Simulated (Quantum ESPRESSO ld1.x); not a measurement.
Question: These are the eigenvalues of the occupied orbitals of an atom or ion with whole-number occupations (eV). All-electron calculation, scalar-relativistic Kohn-Sham, LDA (Slater exchange, Perdew-Wang correlation), spin-polarised, spherical densities, point nucleus. Program: ld1.x of Quantum ESPRESSO 7.5.

1s up: -52534.0
1s down: -52533.6
2s up: -10687.4
2s down: -10673.5
2p up: -9793.44
2p down: -9782.45
3s up: -3942.74
3s down: -3927.90
3p up: -3668.61
3p down: -3653.41
3d up: -3358.16

Which element is it, and in what charge state? The configuration may be excited. Open shells, if any, are filled with parallel spins first.

Answer: Z = 64, gadolinium, charge +43: Gd43+ in [Ar] 3d3. The list shows which subshells hold electrons but not how many an open one holds; the 1s level, -1930.6 hartree, gives Z - s = 62.1 by -(Z - s)^2/2, which with screening and relativity narrows Z to a few neighbours, and the depths of the outer levels then fix element, charge and occupations together.
